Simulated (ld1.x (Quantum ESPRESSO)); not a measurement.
# gallium (Ga): one change to an ultrasoft potential, before and after

- Element: Ga (Z = 31)
- Generator: ld1.x (Quantum ESPRESSO) 7.5
- Type: ultrasoft
- Functional: Wu–Cohen
- Relativity: non-relativistic
- Frozen core: [Ar]
- Valence charge: 13
- Reference configuration: 3d10 4s2 4p0.75 (charge +0.25)
- Partial waves: 4s (bound): rcut 1.80, rcutus 2.25 bohr; 4s channel at -0.45 Ry: rcut 1.80, rcutus 2.25 bohr; 4p (bound): rcut 1.75, rcutus 2.40 bohr; 4p channel at 2.15 Ry: rcut 1.75, rcutus 2.40 bohr; 3d (bound): rcut 0.95, rcutus 1.30 bohr; 3d channel at -0.7 Ry: rcut 0.95, rcutus 1.30 bohr
- Local potential: all-electron potential smoothed inside 2.15 bohr (lloc = -1)
- Core correction: none
- Augmentation charge: PSQ, inside the norm-conserving radii

Change: wave 3d channel at -0.7 Ry: rcut 0.95, rcutus 1.30 bohr becomes 3d channel at 4.84 Ry: rcut 0.95, rcutus 1.30 bohr.

Cutoffs: the cutoffs (Ry, on a coarse ladder) from which the occupation-weighted sum of valence levels, in a spherical-Bessel basis at the reference potential, stays within 10 and 1 mRy of its value at 400 Ry; they do not see the model core or the augmentation charge, which bear on the density cutoff. Errors are all-electron minus pseudo energies relative to the spin-unpolarised reference configuration.

Question: Predict the effect on cutoff, ghosts and configuration errors.

Answer: The potential gets neither clearly harder nor softer (90 Ry and 140 Ry → 90 Ry and 140 Ry); of the 7 tests that both files solve, the error grows in 4 and shrinks in 1 by more than 15 % and 0.3 meV (median size 4.3 → 5.7 meV); the range in which the d phases agree narrows (upper end at the end of the scan → 0.6); neither file shows a bound ghost.

```csv
quantity,base,changed
"cutoff, loose",90 Ry,90 Ry
"cutoff, tight",140 Ry,140 Ry
bound ghosts,none,none
"error for 3d10 4s2 4p1, meV [ΔE -0.83 eV]",-0.1,-0.1
"error for 3d10 4s2 4p0, meV [ΔE 4.89 eV]",-0.9,-1.0
"error for 3d10 4s1 4p0, meV [ΔE 25.70 eV]",-17,-22
"error for 3d9 4s2 4p1, meV [ΔE 27.58 eV]",-272,-219
"error for 3d10 4s1 4p2, meV [ΔE 5.46 eV]",-1.7,-2.4
"error for 3d10 4s1 4p1, meV [ΔE 12.00 eV]",-4.3,-5.7
"error for 3d10 4s0 4p0, meV [ΔE 56.30 eV]",-24,-51
s: phases at 2.61 bohr within 0.05 rad from the reference energy up to (Ry; the scan ends near 5),2.9,2.9
p: phases at 2.61 bohr within 0.05 rad from the reference energy up to (Ry; the scan ends near 5),4.3,4.3
d: phases at 2.61 bohr within 0.05 rad from the reference energy up to (Ry; the scan ends near 5),to the end of the scan,0.6
lowest overlap eigenvalue by channel,"s 0.39, p 0.64, d 1.00","s 0.39, p 0.64, d 0.92"
```
